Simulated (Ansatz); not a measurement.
Coupled-cluster diagnostics for the cluster Cs3F2, Ansatz.

Geometry of the doublet (PBE-D4/def2-TZVP):

```xyz
5

Cs    1.615    0.071   -2.712
Cs    0.721    2.587    1.658
Cs   -1.494   -1.704    0.676
F    -0.769    0.512    1.916
F    -0.073   -1.466   -1.538
```

In the def2 sets Cs takes a core potential; there is no spin–orbit coupling. Correlated methods freeze 2 core orbitals; core or outer-core shells of Cs are correlated, in sets that lack core-valence functions. Another isomer (doublet) lies 0.22 eV lower at PBE0-D4/def2-TZVP; other spin states weren't run for this one.

Estimate the CCSD(T) correlation energy, the shares of MP2 and (T), T1 and the reference's ⟨S²⟩ for: charge 0, doublet, own geometry in def2-SVP; and the rough time on 4 threads of Arm Neoverse V1 on a shared host.


```tsv
state	basis	correlation (eV)	MP2 share (%)	(T) share (%)	T1	⟨S²⟩ (pure)	wall time
charge 0, doublet, own geometry	def2-SVP	-14.710	95.8	1.4	0.018	0.75 (0.75)	42 s
```
Customary marks for T1 are 0.02 (closed shells), 0.045 (open shells) and about 0.05 (3d metals). T1 stays under 0.02 throughout.
